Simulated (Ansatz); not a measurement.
Geometry optimisation, RKS PBE0-D4/def2-SVP (Ansatz 0.2.0).

Input:

```yaml
crystal:
  periodic: [false, false, false]
  atoms:
    - { symbol: Sn, position_ang: [0.0, 0.0, 0.0] }
    - { symbol: H, position_ang: [0.0, 0.0, 2.09] }
    - { symbol: O, position_ang: [1.8483, 0.0, -0.6527] }
    - { symbol: H, position_ang: [2.1646, -0.9521, -0.7693] }
    - { symbol: H, position_ang: [-0.8195, 1.4198, -0.5794] }
    - { symbol: O, position_ang: [-0.9232, -1.5994, -0.6527] }
    - { symbol: H, position_ang: [-1.3778, -2.065, 0.1197] }
    - { symbol: F, position_ang: [1.1381, 1.7163, 0.6842] }
    - { symbol: H, position_ang: [0.5989, 0.9032, 1.8933] }
basis:
  gaussian: { orbitals: def2-SVP }
hamiltonian:
  xc: pbe0
  dispersion: d4
relax:
  f_tol: 0.15
  max_steps: 25
  restrain:
    - { distance: [0, 7], at: 3.07, k: 30.0 }
    - { distance: [8, 1], at: 1.86, k: 30.0 }
    - { distance: [0, 1], at: 1.74, k: 30.0 }
    - { distance: [8, 7], at: 0.92, k: 30.0 }
```

Command:

```bash
$ ansatz run input.yaml --threads 2 --pin off --max-ram 3072MiB --backend cpu --events-out ev --progress --plain --runs-dir out
```

Q: Where does it end, and by what steps?

A: The forces met the threshold. The restraints hold the end off the free minimum. The force dipped under the threshold on the way, but the program's further checks kept it going. After 22 steps the energy has fallen by 2.855 eV (the restraints' own energy left out); F8 moved furthest, 0.95 Å. Parted: Sn1–F8 (2.17 → 3.07 Å). Joined: F8–H9 (1.55 → 0.92 Å).

| step | energy less start (eV) | largest force component (eV/Å) | accepted |
| --- | --- | --- | --- |
| 0 | 0.0000 | 3.701 | yes |
| 1 | -0.3715 | 4.426 | yes |
| 2 | -1.3447 | 5.523 | yes |
| 3 | -2.0885 | 4.661 | yes |
| 4 | -2.5061 | 1.766 | yes |
| 5 | -2.6510 | 0.907 | yes |
| 6 | -2.7517 | 0.497 | yes |
| 7 | -2.7835 | 0.335 | yes |
| 8 | -2.7385 | 0.537 | no |
| 9 | -2.7961 | 0.212 | yes |
| 10 | -2.8074 | 0.138 | yes |
| 11 | -2.7245 | 1.617 | no |
| 12 | -2.7976 | 0.482 | no |
| 13 | -2.8117 | 0.195 | yes |
| 14 | -2.8171 | 0.336 | yes |
| 15 | -2.8208 | 0.565 | yes |
| 16 | -2.8372 | 0.199 | yes |
| 17 | -2.7065 | 2.894 | no |
| 18 | -2.8353 | 0.594 | no |
| 19 | -2.8439 | 0.229 | yes |
| 20 | -2.8507 | 0.245 | yes |
| 21 | -2.8529 | 0.193 | yes |
| 22 | -2.8552 | 0.210 | yes |

```xyz
9
Properties=species:S:1:pos:R:3
Sn -0.111 -0.119 0.031
H -0.048 0.022 1.758
O 1.742 -0.688 -0.378
H 1.918 -0.725 -1.325
H -0.688 1.190 -0.887
O -1.322 -1.606 -0.476
H -1.073 -2.439 -0.060
F 1.188 2.261 1.466
H 1.022 1.527 2.003
```

The run took 59 s on 2 threads of Arm Neoverse V1 (shared host), peak memory 0.2 GiB.
